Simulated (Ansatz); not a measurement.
System: difluorogermane, sum formula GeH₂F₂, charge 0, multiplicity 1. 
Structure (B3LYP-D3(BJ)/def2-TZVP (Ansatz, a program for electronic structure) minimum search):
```xyz
5

F     -0.7714    -1.3490    -0.0057
Ge     0.3335    -0.0114     0.0403
F     -0.6580     1.3979    -0.1669
H      1.2511    -0.1207    -1.1768
H      0.9408     0.0457     1.4414
```

Wanted: vertical ionisation energy (to the doublet state of charge +1; each state is the SCF solution reached for its spin), in eV. Valence correlation only, unless marked. UHF or UKS for open shells. No spin-orbit coupling. The frozen core is the preceding noble-gas configuration, with the filled d and f shells of earlier blocks. No relativistic terms. CBS marks a two-point X^-3 extrapolation of the correlation energy; Hartree-Fock from the larger set.

```csv
level,program,vertical ionisation energy (eV)
HF/aug-cc-pVTZ,Ansatz,12.89
HF/aug-cc-pVQZ,Ansatz,12.88
PBE/def2-TZVPD,Ansatz,12.07
B3LYP/def2-TZVPD,Ansatz,12.64
BHLYP/def2-TZVPD,Ansatz,13.10
wB97M-V/def2-TZVPD,Ansatz,12.89
B2PLYP/def2-TZVPD,Ansatz,12.77
```

Problem. Estimate the value at CCSD(T)/CBS(aug-cc-pVTZ,aug-cc-pVQZ) as computed with Ansatz.

Solution. 13.22 eV
